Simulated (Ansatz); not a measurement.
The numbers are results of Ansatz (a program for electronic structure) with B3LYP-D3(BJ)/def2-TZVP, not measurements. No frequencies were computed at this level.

Ansatz 0.2 input:
```yaml
crystal:
  periodic: [false, false, false]
  atoms:
    - { symbol: Si, position_ang: [2.36631, -0.472547, 0.156397] }
    - { symbol: Al, position_ang: [-0.021906, 0.00569, 0.016085] }
    - { symbol: Si, position_ang: [-0.769939, 2.30742, -0.289123] }
    - { symbol: Si, position_ang: [-1.620411, -1.831609, 0.151812] }
    - { symbol: H, position_ang: [2.87551, -0.863641, 1.491509] }
    - { symbol: H, position_ang: [2.832529, -1.56404, -0.731446] }
    - { symbol: H, position_ang: [3.214776, 0.683381, -0.222621] }
    - { symbol: H, position_ang: [-1.813561, 2.475754, -1.32875] }
    - { symbol: H, position_ang: [-1.353349, 2.965895, 0.90302] }
    - { symbol: H, position_ang: [0.309636, 3.231301, -0.712588] }
    - { symbol: H, position_ang: [-0.959228, -3.133934, 0.412668] }
    - { symbol: H, position_ang: [-2.638445, -1.726306, 1.223032] }
    - { symbol: H, position_ang: [-2.421921, -2.077362, -1.069995] }
basis:
  gaussian: { orbitals: def2-tzvp }
hamiltonian:
  xc: b3lyp
  dispersion: d3bj
relax:
  max_steps: 150
```

Output:

```
Functional definition: B3LYP
1438 factors; their error is unknown
mean field evaluation 1: about -30377.0139 eV, gradient 2.3e1 eV
mean field evaluation 2: about -30377.8861 eV, gradient 1.9e1 eV
mean field evaluation 4: about -30379.1396 eV, gradient 9.3e-1 eV
mean field evaluation 8: about -30379.2266 eV, gradient 1.1e-1 eV
mean field -30379.22656147 eV, -1116.4159843547 hartree, gradient 5.2e-5 eV, S^2 0.000000; 0 other end points of the search recorded, 0 dependent functions left out
reference -30379.22693180 eV, -1116.4159979641 hartree; 32, 32 occupied and 170, 170 virtual orbitals, 1438 factors
relax step   1: F+E_penalty+E_count = -30379.76994533 eV  Δ(F+E_penalty+E_count) = +0.000e0 eV  max|allowed force component| = 6.194e-1 eV/Å  Δτ_max = 0.0000 Å  (25 SCF iters, accepted)
these checks for a lower state are left out or cut short: starts, cluster_reference, orbital_swaps, neighbouring_geometries, increment
1438 factors; their error is unknown
mean field evaluation 16: about -30379.1567 eV, gradient 5.2e0 eV
mean field -30379.30755728 eV, -1116.4189608958 hartree, gradient 9.9e-6 eV, S^2 0.000000; 0 other end points of the search recorded, 0 dependent functions left out
reference -30379.30792827 eV, -1116.4189745292 hartree; 32, 32 occupied and 170, 170 virtual orbitals, 1438 factors
relax step   2: F+E_penalty+E_count = -30379.85319408 eV  Δ(F+E_penalty+E_count) = -8.325e-2 eV  max|allowed force component| = 1.382e-1 eV/Å  Δτ_max = 0.1356 Å  (26 SCF iters, accepted)
these checks for a lower state are left out or cut short: starts, cluster_reference, orbital_swaps, neighbouring_geometries, increment
1438 factors; their error is unknown
mean field -30379.32834531 eV, -1116.4197248420 hartree, gradient 6.3e-5 eV, S^2 0.000000; 0 other end points of the search recorded, 0 dependent functions left out
reference -30379.32871652 eV, -1116.4197384834 hartree; 32, 32 occupied and 170, 170 virtual orbitals, 1438 factors
relax step   3: F+E_penalty+E_count = -30379.87075332 eV  Δ(F+E_penalty+E_count) = -1.756e-2 eV  max|allowed force component| = 3.188e-2 eV/Å  Δτ_max = 0.0571 Å  (24 SCF iters, accepted)
these checks for a lower state are left out or cut short: starts, cluster_reference, orbital_swaps, neighbouring_geometries, increment
1438 factors; their error is unknown
mean field evaluation 32: about -30379.3323 eV, gradient 7.0e-5 eV
mean field -30379.33231173 eV, -1116.4198706049 hartree, gradient 7.0e-5 eV, S^2 0.000000; 0 other end points of the search recorded, 0 dependent functions left out
reference -30379.33268344 eV, -1116.4198842650 hartree; 32, 32 occupied and 170, 170 virtual orbitals, 1438 factors
relax step   4: F+E_penalty+E_count = -30379.87506676 eV  Δ(F+E_penalty+E_count) = -4.313e-3 eV  max|allowed force component| = 2.774e-2 eV/Å  Δτ_max = 0.0600 Å  (24 SCF iters, accepted)
these checks for a lower state are left out or cut short: starts, cluster_reference, orbital_swaps, neighbouring_geometries, increment
1438 factors; their error is unknown
mean field -30379.33352603 eV, -1116.4199152297 hartree, gradient 6.4e-5 eV, S^2 0.000000; 0 other end points of the search recorded, 0 dependent functions left out
reference -30379.33389818 eV, -1116.4199289062 hartree; 32, 32 occupied and 170, 170 virtual orbitals, 1438 factors
relax step   5: F+E_penalty+E_count = -30379.87628013 eV  Δ(F+E_penalty+E_count) = -1.213e-3 eV  max|allowed force component| = 2.690e-2 eV/Å  Δτ_max = 0.0524 Å  (24 SCF iters, accepted)
these checks for a lower state are left out or cut short: starts, cluster_reference, orbital_swaps, neighbouring_geometries, increment
1438 factors; their error is unknown
mean field -30379.33391786 eV, -1116.4199296294 hartree, gradient 6.3e-5 eV, S^2 0.000000; 0 other end points of the search recorded, 0 dependent functions left out
reference -30379.33429015 eV, -1116.4199433107 hartree; 32, 32 occupied and 170, 170 virtual orbitals, 1438 factors
relax step   6: F+E_penalty+E_count = -30379.87670662 eV  Δ(F+E_penalty+E_count) = -4.265e-4 eV  max|allowed force component| = 1.427e-2 eV/Å  Δτ_max = 0.0210 Å  (24 SCF iters, accepted)
these checks for a lower state are left out or cut short: starts, cluster_reference, orbital_swaps, neighbouring_geometries, increment
1438 factors; their error is unknown
mean field -30379.33435412 eV, -1116.4199456615 hartree, gradient 6.4e-5 eV, S^2 0.000000; 0 other end points of the search recorded, 0 dependent functions left out
reference -30379.33472641 eV, -1116.4199593428 hartree; 32, 32 occupied and 170, 170 virtual orbitals, 1438 factors
relax step   7: F+E_penalty+E_count = -30379.87720261 eV  Δ(F+E_penalty+E_count) = -4.960e-4 eV  max|allowed force component| = 2.401e-3 eV/Å  Δτ_max = 0.0264 Å  (23 SCF iters, accepted)
these checks for a lower state are left out or cut short: starts, cluster_reference, orbital_swaps, neighbouring_geometries, increment
1438 factors; their error is unknown
mean field -30379.33444189 eV, -1116.4199488868 hartree, gradient 6.4e-5 eV, S^2 0.000000; 0 other end points of the search recorded, 0 dependent functions left out
reference -30379.33481431 eV, -1116.4199625730 hartree; 32, 32 occupied and 170, 170 virtual orbitals, 1438 factors
relax step   8: F+E_penalty+E_count = -30379.87736931 eV  Δ(F+E_penalty+E_count) = -1.667e-4 eV  max|allowed force component| = 6.272e-3 eV/Å  Δτ_max = 0.0322 Å  (23 SCF iters, accepted)
1438 factors; their error is unknown
mean field evaluation 64: about -30379.3344 eV, gradient 8.3e-3 eV
mean field -30379.33444189 eV, -1116.4199488868 hartree, gradient 6.4e-5 eV, S^2 0.000000; 1 other end points of the search recorded, 0 dependent functions left out
reference -30379.33481431 eV, -1116.4199625730 hartree; 32, 32 occupied and 170, 170 virtual orbitals, 1438 factors
Total energy: -30379.87774173 eV, -1116.4399147878 hartree
Atom 0 at     2.448305    -0.480484     0.142636 Å, force     0.001685     0.000244    -0.001564 eV/Å
Atom 1 at     0.042654     0.014102    -0.029754 Å, force    -0.006272    -0.002135    -0.000374 eV/Å
Atom 2 at    -0.814154     2.305434    -0.316986 Å, force     0.000312     0.000578    -0.004768 eV/Å
Atom 3 at    -1.598851    -1.814772     0.148936 Å, force     0.001188     0.001291    -0.001065 eV/Å
Atom 4 at     2.772916    -0.890598     1.536891 Å, force     0.000143    -0.000440    -0.000305 eV/Å
Atom 5 at     2.824771    -1.615357    -0.742853 Å, force     0.000320     0.002152     0.001282 eV/Å
Atom 6 at     3.324245     0.669928    -0.199291 Å, force    -0.000373    -0.001296     0.000698 eV/Å
Atom 7 at    -1.946000     2.353384    -1.281171 Å, force     0.004353     0.000546     0.005034 eV/Å
Atom 8 at    -1.331833     2.802854     0.987949 Å, force     0.001248     0.001375    -0.000073 eV/Å
Atom 9 at     0.217423     3.269242    -0.781215 Å, force    -0.003339    -0.000301     0.000367 eV/Å
Atom 10 at    -0.990052    -3.136151     0.451657 Å, force    -0.001842     0.000121     0.000259 eV/Å
Atom 11 at    -2.599197    -1.526522     1.212487 Å, force     0.000588    -0.000529    -0.002781 eV/Å
Atom 12 at    -2.350225    -1.951057    -1.129286 Å, force     0.001990    -0.001608     0.003290 eV/Å
Dipole moment:     0.028594     0.009383    -0.019158 e Å
```

Cost: roughly 120 core-seconds.
